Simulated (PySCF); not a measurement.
Computed shifts of a molecule CH5ClGeO, PySCF with PBE/pcSseg-1, GIAO, gas phase, atoms alike by connectivity averaged where their shifts nearly agree, in ppm (number of nuclei): ¹³C: 61.6 (1). ¹H: 6.59 (1), 6.33 (1), 4.37 (3). References: ⁷³Ge against GeH4 (σ = 1614.4 ppm); ³⁵Cl against HCl (σ = 936.5 ppm); ¹⁷O against H2O (σ = 334.3 ppm); ¹³C against TMS (σ = 182.0 ppm); ¹H against TMS (σ = 31.49 ppm), references at their B3LYP-D3(BJ)/def2-TZVP geometries, non-relativistic (without spin–orbit terms, shifts of atoms bonded to Cl or Br come out too high). Geometry optimised at PBE-D3(BJ)/def2-SVP. Other conformers were not sampled.

Problem. Identify the compound among the candidates.
(A) C[O][GeH2][Cl]
(B) O[CH2][GeH2][Cl]
(C) [CH3][Ge@@H]([OH])[Cl]

Solution. A, C[O][GeH2][Cl]
